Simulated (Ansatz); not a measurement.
A structure relaxed at PBE0-D4/def2-SVPD in Ansatz, charge -1, singlet:

```xyz
9

Cu   -0.015    0.011    0.000
Si    1.330    1.766   -0.732
H     2.000    1.613   -2.093
H     2.535    2.130    0.127
H     0.685    3.136   -0.896
Si   -1.337   -1.761    0.733
H    -2.604   -2.071   -0.054
H    -1.903   -1.684    2.145
H    -0.692   -3.141    0.770
```

(1) Give its formula, name or SMILES and point group.

(2) Summarise the bond lengths by kind (pairs closer than 1.2 times the sum of covalent radii, bridged metal pairs left out).

Results:

(1) [Cu(SiH3)2]- (CuSi₂H₆⁻). Point group D3 (tolerance 0.1 Å).

(2) 2 × Cu–Si 2.33 Å; 6 × H–Si 1.52 Å. The metal has 2 neighbours: Si 2.33 Å, Si 2.33 Å.
